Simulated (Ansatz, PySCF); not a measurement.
Reaction (SMILES): C[SiH](C)O[Si](O)(O)O + 7 [H][H] (H2) -> 2 C (CH4) + 4 O (H2O) + 2 [SiH4] (SiH4)
Structures are relaxed separately at B3LYP-D3(BJ)/def2-TZVP in Ansatz (a program for electronic structure), one conformer each, not searched for the lowest. Frequencies are from Ansatz or PySCF.
Geometry of the first species:
```
O
Si 1 1.6170
O 2 1.6350 1 114.49
H 3 0.9603 2 117.04 1 85.67
O 2 1.6381 1 105.75 3 -117.65
H 5 0.9603 2 117.22 1 167.67
O 2 1.6384 1 109.17 5 -123.53
H 7 0.9602 2 117.32 1 36.35
Si 1 1.6574 2 138.90 3 85.20
H 9 1.4834 1 105.92 2 -160.28
C 9 1.8653 10 110.10 1 117.84
H 11 1.0919 9 111.19 10 -57.18
H 11 1.0922 12 108.17 9 121.07
H 11 1.0927 12 107.90 13 116.92
C 9 1.8655 10 110.25 1 -118.70
H 15 1.0916 9 111.13 10 59.78
H 15 1.0922 16 108.01 9 -121.24
H 15 1.0927 16 108.07 17 -116.79
```

Property: energy of full hydrogenation (enthalpy at 298 K, with B3LYP-D3(BJ) rigid-rotor harmonic-oscillator terms), in kJ/mol. Correlated levels leave the core frozen unless marked. Spin-orbit coupling is left out. Non-relativistic. Basis-set limits of correlation are two-point, X^-3; Hartree-Fock from the larger set. [CCSD(T)-MP2]/basis is that difference in the basis named.

| level | program | energy of full hydrogenation (kJ/mol) |
|---|---|---|
| BLYP-D4/def2-TZVPD | Ansatz + dftd4 | 472.0 |
| PBE0/STO-3G | Ansatz | 366.0 |
| r2SCANh/def2-TZVPD | Ansatz | ? |
| HSE06-D4/def2-TZVPD | Ansatz + dftd4 | 442.5 |
| B2PLYP/def2-TZVPD | Ansatz | 464.1 |
| SCS-MP2/STO-3G | Ansatz | 324.1 |
| SCS-MP2/cc-pV(T+d)Z | Ansatz | 501.0 |
| CCSD/cc-pV(T+d)Z | Ansatz | 469.9 |
| RI-MP2/CBS(aug-cc-pV(T+d)Z,aug-cc-pV(Q+d)Z)+[CCSD(T)-MP2]/aug-cc-pV(T+d)Z | Ansatz | 485.6 |

**Question.** Fill in the missing entries.

**Answer.** 
- r2SCANh/def2-TZVPD, energy of full hydrogenation (kJ/mol): 489.6
